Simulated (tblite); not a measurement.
Species: C₂H₈NO₂Si₂ (charge -1).
SMILES with atom numbers: `[CH3:1][C:2](=[O:3])[O:4][SiH2:5][N-:6][SiH3:7]` (hydrogens: H8, H9, H10 on C1; H11, H12 on Si5; H13, H14, H15 on Si7)

Geometry (GFN2-xTB, Å), atoms numbered from 1 in this order:
```xyz
15
C2H8NO2Si2 angstrom
C     -3.189    0.379   -0.192
C     -2.017   -0.540    0.176
O     -2.215   -1.660    0.600
O     -0.883    0.023   -0.020
Si     0.667   -0.668    0.266
N      1.658    0.579   -0.193
Si     3.327    0.714   -0.220
H     -3.130    1.285    0.405
H     -4.134   -0.127   -0.012
H     -3.106    0.655   -1.241
H      0.627   -1.932   -0.507
H      0.594   -1.099    1.683
H      3.674    2.063   -0.728
H      4.044    0.580    1.083
H      4.077   -0.245   -1.085
```

Calculated harmonic vibrations of the isolated species, GFN2-xTB (tblite), most abundant isotopes, no scaling. This tight-binding method is rough: wavenumbers can miss measured ones by several per cent, in bad cases by 10 to 20. Modes of hydrogen on silicon can be 10 to 20 % off. One conformer, not necessarily the lowest.

Harmonic wavenumbers (cm⁻¹): 32.1, 33.4, 47.6, 60.0, 83.1, 115.8, 144.6, 188.8, 356.3, 505.7, 555.0, 564.4, 589.4, 596.9, 653.4, 668.8, 770.9, 791.4, 816.5, 854.2, 868.8, 918.8, 938.5, 993.2, 1012.6, 1268.8, 1316.3, 1350.0, 1467.1, 1469.1, 1744.4, 1906.3, 1961.0, 2006.5, 2047.5, 2097.4, 3026.6, 3029.5, 3037.8.

A = 6392, B = 684.8, C = 629.4 MHz; mass 134.009 u (most abundant isotopes); point group Cs, symmetry number 1.

Q: Zero-point energy?

A: ½Σν̃ = 20444 cm⁻¹ = 244.57 kJ/mol.

Q: What is S at 350 K and 1 bar for an ideal gas of classical rigid rotors and harmonic oscillators?

A: Translation 173.27, rotation 123.95, vibration 183.12: S = 480.3 J/(mol K).

Q: And Cp and H(350 K) − H(0)?

A: Cp = 175.82 J/(mol K), of which vibrations give 142.56 (their classical limit is 39 R = 324.3); H(350 K) − H(0) = 40.16 kJ/mol without the zero-point energy, 28.52 from vibrations.

Q: Blend soft modes into free rotors: weight 1/[1 + (100 cm⁻¹/ν̃)⁴] for the oscillator and the rest for a rotor with moment μB/(μ + B), μ = h/(8π²ν), B = 10⁻⁴⁴ kg m². What vibrational entropy results?

A: 153.38 J/(mol K) in place of 183.12, which changes −T·S at 350 K by +10.41 kJ/mol.

Q: What must be added to the electronic energy to get the Gibbs energy at 350 K and 1 bar?

A: ZPE + [H(350 K) − H(0)] − T·S = 244.57 + 40.16 − 168.12 = 116.61 kJ/mol.

Q: How do the functions run with temperature in this model?

A: 
| T (K) | S (J/(mol K)) | Cp (J/(mol K)) | H − H(0) (kJ/mol) | G − H(0) (kJ/mol) | ln q(vib) |
| --- | --- | --- | --- | --- | --- |
| 150 | 364.8 | 106.4 | 11.89 | -42.83 | 5.98 |
| 250 | 427.1 | 141.6 | 24.25 | -82.53 | 9.30 |
| 298.15 | 453.5 | 158.7 | 31.48 | -103.74 | 10.74 |
| 400 | 504.8 | 190.9 | 49.33 | -152.59 | 13.60 |
| 600 | 591.8 | 238.0 | 92.53 | -262.52 | 18.72 |
| 900 | 697.3 | 281.5 | 171.07 | -456.50 | 25.48 |

q(vib) and H(0) count from the zero-point level.

Hindered rotation and anharmonicity are outside this model. Other conformers, if any are populated, would add a mixing term that is left out.

Hardware: one thread, Arm Neoverse V1 (aarch64), shared host. Cost: 0.53 s wall. This covers the Hessian and the dipole derivatives.
